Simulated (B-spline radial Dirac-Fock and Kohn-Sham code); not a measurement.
## Tc²⁺ in Watson spheres of different radius

Method: Dirac-Fock energy differences between relaxed states, corrected for Breit and QED terms. Computed with a radial B-spline solver. The ion, [Kr] 4d5, sits in a hollow sphere of charge Q = -2, a simple model of the Madelung potential. Inside the sphere an electron's potential energy is raised by the constant 14.40·|Q|/R eV, so binding energies fall by about that much as long as the orbitals stay inside.

```
radius (Å)  14.40 |Q|/R (eV)  1s (eV)  2s (eV)  2p1/2 (eV)  2p3/2 (eV)  3s (eV)  3p1/2 (eV)  3p3/2 (eV)  3d3/2 (eV)  3d5/2 (eV)  4s (eV)  4p1/2 (eV)  4p3/2 (eV)  4d (eV)
       1.6             18.00  21056.3   3061.1      2807.2      2690.7    559.9       461.8       441.8       268.9       265.2    85.68       54.69       51.75     9.45
       2.4             12.00  21061.9   3066.7      2812.8      2696.3    565.5       467.4       447.4       274.5       270.8    91.34       60.37       57.43    15.10
```

From the smallest to the largest radius 1s moves by +5.6 eV, while the constant potential alone would give +6.0 eV; the difference comes from charge outside the sphere and its screening.
